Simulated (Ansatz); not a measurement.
BeS₂⁻, relaxed as a quartet with UKS PBE0-D4/def2-TZVPD in Ansatz, starting from the PBE0-D4/def2-TZVPD geometry of the charge -1 doublet. Force threshold 0.02 eV/Å.

The highest occupied level of the charge -1 quartet lies above zero (up to 0.10 eV). It is a level of α spin, whose loss leaves a triplet; that state wasn't run at this geometry and level. The electron is either unbound and held by the finite basis, or the level is raised by self-interaction error. The relaxation made no stability test and no search for a lower SCF solution. At PBE0-D4/def2-TZVPD a doublet of charge -1 lies 2.71 eV below the quartet, each at its own geometry. The structure comes from a short search, and lower isomers may exist.

Start:

Cartesian coordinates in Å:
```
Be 0.000 0.000 0.000
S -1.654 0.763 -0.414
S 1.654 -0.763 0.414
```

```tsv
step	energy (eV)	largest force component (eV/Å)	SCF passes
1	-22063.4939	0.142	29
2	-22063.7702	0.523	54
3	-22063.7929	0.305	24
4	-22063.8061	0.030	29
5	-22063.8063	0.033	24
6	-22063.8089	0.229	124
7	-22063.8824	0.906	47
8	-22064.1180	0.760	47
9	-22064.3549	0.622	37
10	-22064.5955	0.386	43
11	-22064.7404	0.324	41
12	-22064.9704	0.342	37
13 (rejected)	-22064.9347	0.687	25
14	-22065.0189	0.077	23
15	-22065.0191	0.042	23
16	-22065.0192	0.000	17
```

Force components are those of the run's own axes.

End:

```xyz
3

Be   -0.4487   -0.6841    0.5314
S    -0.9437    0.8809   -0.5582
S     1.3923   -0.1967    0.0268
```

By distances, no bond broke or formed. The bond that changes most is Be1–S2, from 1.87 to 1.97 Å (atoms count from 1).

No frequencies were taken in this run, so the end may be a saddle point.

Run time 19 s (4 threads of Arm Neoverse V2 on a shared host).
